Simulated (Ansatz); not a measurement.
`OBN[SiH3]`, charge 0, multiplicity 1.

Task: Give a relaxed structure at PBE0-D4/def2-TZVP (the Gaussian-basis code of Ansatz). (Estimate.)

Result: The calculation gave: 
```xyz
10

O     1.594   -0.811    0.235
B     0.673   -0.842   -0.776
N    -0.489   -0.060   -0.614
Si   -0.857    0.943    0.761
H     2.360   -1.360    0.070
H     0.846   -1.509   -1.761
H    -1.164   -0.086   -1.361
H     0.154    2.015    0.943
H    -0.936    0.148    2.012
H    -2.181    1.563    0.492
```
Point group Cs.
This is one stationary point; other conformers may exist.
